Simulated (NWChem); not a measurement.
Molecule: TiO2; SMILES [Ti](=[O])=[O]

```xyz
3

Ti     0.0000     0.0000     0.3888
O      1.3256     0.0000    -0.5346
O     -1.3256     0.0000    -0.5346
```
Atoms are numbered in this order, from 1.

All runs: NWChem. Structure relaxed at the PBE0/def2-SVP level. Total energies compare along this basis series because the functional is fixed.

```
level           basis functions  energy (Ha)  highest occupied level (eV)  orbital gap (eV)  dipole (D)
--------------  ---------------  -----------  ---------------------------  ----------------  ----------
PBE0/STO-3G                  28    -988.7609                        -3.07              2.92        5.06
PBE0/def2-SVP                59    -999.3565                        -6.81              4.39        6.66
PBE0/def2-SVPD               80    -999.3786                        -7.38              4.57        6.83
PBE0/def2-QZVP              198    -999.6789                        -7.27              4.48        6.78
```
